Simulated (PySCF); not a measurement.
SMILES C[CH]CC(C)C, doublet (GFN2-xTB optimised geometry):

```
19

C     -0.144    -2.360    -0.052
C      0.553    -1.059     0.000
C     -0.146     0.241     0.000
C      0.064     1.044    -1.309
C     -0.560     2.430    -1.184
C     -0.533     0.292    -2.494
H     -1.216    -2.226    -0.176
H      0.229    -2.982    -0.872
H      0.023    -2.937     0.866
H      1.631    -1.059     0.000
H     -1.218     0.093     0.149
H      0.229     0.867     0.820
H      1.141     1.154    -1.469
H     -0.408     3.000    -2.098
H     -1.631     2.350    -1.005
H     -0.115     2.982    -0.359
H     -1.607     0.169    -2.364
H     -0.360     0.838    -3.419
H     -0.082    -0.693    -2.584
```

Calculation: PySCF with unrestricted CAM-B3LYP/def2-SVP.

Q: What are the frontier orbital energies (α orbitals alone; a β orbital can be the lowest empty one) and the dipole moment?

A: HOMO-2 -10.52 eV, HOMO-1 -10.40 eV, HOMO -6.44 eV, LUMO 2.70 eV, LUMO+1 3.38 eV; dipole moment 0.08 D.

On the same geometry unrestricted PBE/def2-SVP (PySCF) gives HOMO-2 -7.67 eV, HOMO-1 -7.56 eV, HOMO -3.76 eV, LUMO 1.00 eV, LUMO+1 1.62 eV; dipole moment 0.08 D.

Meta-Löwdin charges at CAM-B3LYP/def2-SVP: C1 -0.29, C2 -0.11, C3 -0.17, C4 -0.02, C5 -0.29, C6 -0.29, H7 0.10, H8 0.10, H9 0.10, H10 0.08, H11 0.08, H12 0.09, H13 0.08, H14 0.09, H15 0.09, H16 0.09, H17 0.09, H18 0.09, H19 0.09.
